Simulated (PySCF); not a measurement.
## MgBr: frontier orbitals

TPSSh at R = 2.367 Å; PySCF, spin-free X2C with a Gaussian nucleus, basis sets Mg x2c-TZVPPall, Br x2c-TZVPPall. State: ²Σ⁺ (doublet), unpaired electrons σ ↑. Only the outer orbitals are listed, counted within each symmetry.

```csv
spin,orbital,occ.,ε (eV),on Mg (%),main shells (%)
α,4π,1,-50.08,100,100 Mg p
α,4π,1,-50.08,100,100 Mg p
α,9σ,1,-50.00,100,100 Mg p
α,10σ,1,-19.89,2,97 Br s
α,11σ,1,-8.59,22,"77 Br p, 19 Mg s"
α,5π,1,-7.21,5,95 Br p
α,5π,1,-7.21,5,95 Br p
α,12σ,1,-5.27,89,"68 Mg s, 21 Mg p, 11 Br p"
α,6π,0,-1.45,97,92 Mg p
α,6π,0,-1.45,97,92 Mg p
α,13σ,0,0.14,100,"66 Mg p, 23 Mg d, 12 Mg s"
β,4π,1,-49.99,100,100 Mg p
β,4π,1,-49.99,100,100 Mg p
β,9σ,1,-49.88,100,100 Mg p
β,10σ,1,-19.78,3,97 Br s
β,11σ,1,-8.33,19,"79 Br p, 16 Mg s"
β,5π,1,-7.18,4,95 Br p
β,5π,1,-7.18,4,95 Br p
β,12σ,0,-4.09,93,"71 Mg s, 22 Mg p"
β,6π,0,-0.93,97,91 Mg p
β,6π,0,-0.93,97,91 Mg p
```

Which are the highest filled and the lowest empty level, where do they sit, and how wide is the gap?

Highest filled α 12σ at -5.27 eV (in %: 68 Mg s, 21 Mg p, 11 Br p); lowest empty β 12σ at -4.09 eV (in %: 71 Mg s, 22 Mg p); the gap at TPSSh is 1.18 eV.

```
bond order (Mayer)                               : 0.92
⟨S²⟩                                             : 0.751
charge on Mg (Mulliken, basis-dependent)         : 0.46
charge on Mg (Löwdin, basis-dependent)           : 0.02
dipole moment (positive dipole means Mg(−)Br(+)) : -3.15 D
```

Spin–orbit coupling is left out. The state was picked by a PBE0 search and need not be the measured ground state.
